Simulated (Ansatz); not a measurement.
`C[SiH2]S[SiH2]Cl` + `[CH3][Al]([F])[SH]` → `C[S][Al]([CH3])[F]` + `[SiH3]S[SiH2]Cl`  (substitution at a C–Si bond)

Computed with Ansatz on PBE0-D4/def2-TZVP structures; ΔE is electronic, products minus reactants. CCSD(T)/CBS is the MP2 limit (def2-TZVPP, def2-QZVPP) plus CCSD(T) − MP2 in def2-TZVPP, frozen cores. Functionals use def2-TZVPP. One conformer a species, not always the lowest.

Problem. Is it downhill or uphill in electronic energy at CCSD(T)/CBS, and by how much? (Best estimate.)

Solution. Computed: Uphill: ΔE = +69.8 kJ/mol.

Problem. What do these levels give: PBE-D4, r2SCAN-D4, PBE0-D4, ωB97M-V, r2SCAN, HF/def2-TZVPP, MP2/def2-TZVPP, SCS-MP2/def2-TZVPP, CCSD/def2-TZVPP, SCS-MP2/def2-QZVPP, MP2/CBS(def2), CCSD/CBS(def2)? (Estimate.)

Solution. Computed: PBE-D4 67.0, r2SCAN-D4 71.9, PBE0-D4 69.4, ωB97M-V 70.9, r2SCAN 71.9, HF/def2-TZVPP 69.3, MP2/def2-TZVPP 72.0, SCS-MP2/def2-TZVPP 68.8, CCSD/def2-TZVPP 71.7, SCS-MP2/def2-QZVPP 68.4, MP2/CBS(def2) 71.1, CCSD/CBS(def2) 70.7 kJ/mol.

Largest T1 diagnostic among the species: 0.011.
